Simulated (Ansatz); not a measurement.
A run for Ansatz (an electronic-structure program): R-CCSD(T)/def2-TZVPPD on H2OSn (SMILES [OH][SnH]), atoms moved off the minimum. Elements past Kr take the def2 small-core potentials; no spin–orbit coupling. Files ending in .json are basis or fitting sets from the Basis Set Exchange. The run froze 10 orbitals, filled d shells among them.

Ansatz 0.2 input:
```yaml
crystal:
  periodic: [false, false, false]
  atoms:
    - {symbol: Sn, position_ang: [-0.12835492, -0.17012730, 0.10244361]}
    - {symbol: H, position_ang: [-1.55138041, 0.06586578, -1.06070212]}
    - {symbol: O, position_ang: [1.12868997, 0.77259402, -0.96522384]}
    - {symbol: H, position_ang: [0.87641421, 0.98488187, -1.62538603]}
basis:
  gaussian:
    orbitals: def2-TZVPPD.json
magnetization: {spin_polarized: false}
correlation: {method: ccsd_t, electrons: outside_noble_gas}
scf: {lower_state_search: off}
output: {forces: true}
```

Problem. Give the final energy of this run.

Solution. -289.6977 hartree (reference determinant -289.3401, T1 diagnostic 0.016).

Problem. How many basis functions does it have, and what does it roughly cost on one machine?

Solution. 130 functions; around 40 core-seconds (rough).
